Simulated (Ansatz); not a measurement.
Two isomers of C2H7NOSi: A = `OC1C[SiH2]N1`, B = `CN(C)[Si]O`.

Computed with Ansatz on PBE0-D4/def2-TZVP structures; ΔE is electronic, products minus reactants. CBS: MP2 limit from def2 TZ/QZ plus the TZ coupled-cluster correction, frozen cores. DFT in def2-TZVPP. B3LYP here is the variant with VWN-RPA as its local correlation; programs differ in this. Each species was taken in one conformer, which may not be the lowest.

(1) Which is lower in electronic energy at CCSD(T)/CBS, and by how much? (Estimate.)

(2) Give E(B) − E(A) in kJ/mol with ωB97M-V, CCSD(T)/def2-SVP, CCSD/def2-TZVPP, B3LYP, B3LYP-D4, BLYP-D4, PBE-D4. (Estimate.)

(3) Does the order hold for the free energy at 298.15 K (harmonic terms from PBE0-D4)? (Estimate.)

Largest T1 diagnostic: 0.013.

## Answers

(1) The calculation gave: B, by 100.2 kJ/mol.

(2) Ansatz gave: ωB97M-V -102.3, CCSD(T)/def2-SVP -100.6, CCSD/def2-TZVPP -101.8, B3LYP -112.6, B3LYP-D4 -113.9, BLYP-D4 -125.4, PBE-D4 -100.0. None reverses the order clearly.

(3) Ansatz gave: Yes: G(B) − G(A) = -93.7 kJ/mol, for one conformer each. Modes under 60 cm⁻¹, often nearly free rotors, make the harmonic entropy too high.

Leaving LDA and LC-ωPBE aside and taking each functional with its dispersion term where it has one, the values, not all of them listed here, spread over 41.2 kJ/mol, from BLYP-D4 to PBE-QIDH. LDA lies +8.9 kJ/mol from PBE without D4. From PBE to PBE0 (25 % exact exchange), in def2-TZVPP and without D4, E(B) − E(A) moves by +11.3 kJ/mol.
